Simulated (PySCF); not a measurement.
# What settings do to a single point of [Ce(NH3)6]3+

The sound run of [Ce(NH3)6]3+ (singlet in the valence; each metal's 4f electrons, 1 of them, lie in its core potential, out of spins and levels) uses PySCF 2.14.0, RKS PBE0, Ce lcecp-1-SVP with ECP47, N def2-SVP, H def2-SVP; non-relativistic Hamiltonian with scalar-relativistic core potentials where named; density fitting; no spin-orbit coupling, grid (50, 194), threshold 1e-8 Eh and 55 cycles, at the relaxed geometry:

```xyz
25

Ce    0.0000    0.0000    0.0000
N     0.0056    0.0082    2.6791
H     0.8112    0.4741    3.1182
H    -0.7975    0.4737    3.1229
H     0.0072   -0.9193    3.1246
N    -0.0056   -0.0082   -2.6791
H     0.7975   -0.4737   -3.1229
H    -0.8112   -0.4741   -3.1182
H    -0.0072    0.9193   -3.1246
N     2.6786   -0.0012    0.0021
H     3.1203   -0.4645    0.8078
H     3.1242   -0.4645   -0.8013
H     3.1191    0.9288    0.0021
N     0.0011    2.6786    0.0072
H     0.4496    3.1180    0.8225
H     0.4792    3.1264   -0.7864
H    -0.9287    3.1190   -0.0073
N    -2.6786    0.0012   -0.0021
H    -3.1242    0.4645    0.8013
H    -3.1203    0.4645   -0.8078
H    -3.1191   -0.9288   -0.0021
N    -0.0011   -2.6786   -0.0072
H    -0.4792   -3.1264    0.7864
H    -0.4496   -3.1180   -0.8225
H     0.9287   -3.1190    0.0073
```

There Ce1 has a Mulliken charge of 1.41 e and the dipole about the centre of mass is 0.00 D. Each run below changes one thing and starts from free metal ions and neutral atoms unless it says otherwise; with 55 cycles, smearing, a level shift and second-order steps follow where DIIS fails, and their cycles count. Energy shifts count from the sound run. On f atoms grids over 110 angular points are at least (60, 302).

```
                                          change  outcome  cycles  energy shift (eV)  largest force component (eV/Å)  charge on Ce1 (e)  dipole about the centre of mass (D)
             spin (2S) set to 3, limit 62 cycles  refused       –                  –                               –                  –                                    –
charge changed by -3, spin kept, limit 73 cycles  refused       –                  –                               –                  –                                    –
```

Q: One further run converged with energy shift (eV) 2.23, largest force component (eV/Å) 2.95, charge on Ce1 (e) 1.40, dipole about the centre of mass (D) 0.00. Which change was it?
A. grid (99, 590)
B. all coordinates × 0.94
C. threshold 1e-06

A: B.

Q: And the other changes listed?

A: 
```json
{"change": "grid (99, 590)", "outcome": "converged", "cycles": "8", "energy shift (eV)": "-0.0003", "largest force component (eV/Å)": "0.00", "charge on Ce1 (e)": "1.41", "dipole about the centre of mass (D)": "0.00"}
{"change": "threshold 1e-06", "outcome": "converged", "cycles": "6", "energy shift (eV)": "0.0000", "largest force component (eV/Å)": "0.00", "charge on Ce1 (e)": "1.41", "dipole about the centre of mass (D)": "0.00"}
```

Forces carry noise of the integration grid, about 0.01 to 0.03 eV/Å.

No frequency check is given that shows the relaxed geometry to be a minimum. An lcecp potential fixes the number of 4f electrons, so in runs with it no electron can move into or out of that shell.
